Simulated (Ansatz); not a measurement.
Method: frozen-core CCSD(T)/def2-TZVPP // PBE0-D4/def2-TZVP (Ansatz, a program for electronic structure).

Ansatz 0.2 input:
```yaml
crystal:
  periodic: [false, false, false]
  atoms:
    - { symbol: F, position_ang: [1.614689, -0.680949, -0.58235] }
    - { symbol: Sn, position_ang: [-0.003977, 0.000649, 0.11863] }
    - { symbol: F, position_ang: [-0.18869, 1.716, -0.655668] }
    - { symbol: F, position_ang: [-1.361837, -1.045504, -0.680008] }
    - { symbol: H, position_ang: [-0.060183, 0.009803, 1.799395] }
basis:
  gaussian: { orbitals: def2-TZVPP }
correlation:
  method: ccsd_t
```

Output:

```
Functional definition: HF
1166 factors; integrals over basis functions are off by at most 1.6e-3 eV
mean field evaluation 1: about -13940.5595 eV, gradient 5.1e1 eV
mean field evaluation 2: about -13940.6938 eV, gradient 5.1e1 eV
mean field evaluation 4: about -13945.0691 eV, gradient 2.1e0 eV
mean field evaluation 8: about -13945.1148 eV, gradient 1.3e-1 eV
mean field evaluation 16: about -13942.9753 eV, gradient 3.9e1 eV
mean field -13945.11485926 eV, -512.4735187393 hartree, gradient 2.3e-6 eV, S^2 0.000000; 0 other end points of the search recorded, 0 dependent functions left out
7 core orbitals not correlated
reference -13945.11485926 eV, -512.4735187393 hartree; 18, 18 occupied and 132, 132 virtual orbitals, 1166 factors
second order -29.15781882 eV of doubles, -0.00000000 eV of singles
cycle   1  -28.22107054 eV  change    9.4e-1 eV  update   1.3e-1
cycle   2  -28.85498220 eV  change   -6.3e-1 eV  update   4.2e-2
cycle   3  -29.00996180 eV  change   -1.5e-1 eV  update   2.1e-2
cycle   4  -28.99086669 eV  change    1.9e-2 eV  update   5.0e-3
cycle   5  -28.98473487 eV  change    6.1e-3 eV  update   1.7e-3
cycle   6  -28.98571507 eV  change   -9.8e-4 eV  update   5.5e-4
cycle   7  -28.98580238 eV  change   -8.7e-5 eV  update   1.6e-4
cycle   8  -28.98565956 eV  change    1.4e-4 eV  update   4.7e-5
cycle   9  -28.98564583 eV  change    1.4e-5 eV  update   1.7e-5
perturbative correction -0.83708702 eV, -0.0307623806 hartree
Total energy: -13974.93759210 eV, -513.5694839569 hartree
```

Cost: around 110 core-seconds (rough).
